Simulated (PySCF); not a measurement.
**Löwdin shares of the frontier orbitals**

Species: C7H9N.
SMILES with atom numbers: `[CH:1]#[C:2][CH2:3][C@@H:4]([CH3:5])[CH2:6][C:7]#[N:8]` (hydrogens: H9 on C1; H10, H11 on C3; H12 on C4; H13, H14, H15 on C5; H16, H17 on C6)

Method used: PySCF 2.14.0, density-fitted response routines, TDDFT CAM-B3LYP/def2-SVPD, vertical, gas phase, core orbitals frozen in the response. The structure is a single GFN2-xTB conformer in the gas phase; no vibrational or solvent corrections. Torsions of this conformer, `[CH:1]#[C:2][CH2:3][C@@H:4]([CH3:5])[CH2:6][C:7]#[N:8]`: C2–C3–C4–C5 175°, C3–C4–C6–C7 -63°.

Kohn–Sham orbitals with the atoms that hold most of them (Löwdin shares over 4%, at most four atoms; ? is withheld):

```tsv
orbital	ε (eV)	atoms
LUMO+2	1.72	C1 14%, C3 10%, H17 10%, H11 9%
LUMO+1	1.65	C1 22%, C5 10%, H16 10%, C2 9%
LUMO	1.00	?
HOMO	-9.45	C1 41%, C2 38%, C3 8%, H9 4%
HOMO-1	-9.47	C1 39%, C2 37%, C3 7%, C4 4%
HOMO-2	-10.82	N8 39%, C7 28%, C6 11%, C4 7%
HOMO-3	-10.88	N8 42%, C7 31%, C6 10%, H17 5%
```

Which atoms hold the LUMO, and with what shares?

C6 (bonded to 2 C and 2 H) 11%; C5 (bonded to C and 3 H) 11%; H17 (bonded to C) 10%; H12 (bonded to C) 9%. By element: carbon 21% or more, hydrogen 19% or more.

The HOMO–LUMO gap is 10.45 eV. Where does the response calculation put the lowest singlet, and from which orbitals?

S1 is at 6.68 eV (f = 0.0001), 3.77 eV below the gap, made of HOMO→LUMO+5 (24%), HOMO→LUMO+1 (23%), HOMO-1→LUMO+4 (18%). Without the coupling terms of the response equations the lowest excitation would equal the gap.

Next come S2 at 6.96 eV (f 0.0010), HOMO→LUMO+4 (34%), HOMO-1→LUMO+5 (17%), HOMO-1→LUMO+1 (14%); S3 at 6.99 eV (f 0.0017), HOMO-1→LUMO+4 (56%), HOMO-1→LUMO+6 (9%); S4 at 7.62 eV (f 0.034), HOMO→LUMO (61%), HOMO→LUMO+2 (12%), HOMO→LUMO+1 (9%); S5 at 7.66 eV (f 0.039), HOMO-1→LUMO (64%), HOMO-1→LUMO+2 (9%).

Hardware: Intel Xeon 6975P-C, one thread, shared host with 192 logical CPUs at a one-minute load of 42. Cost: 37 s of wall time, 1.1 GiB resident at most.
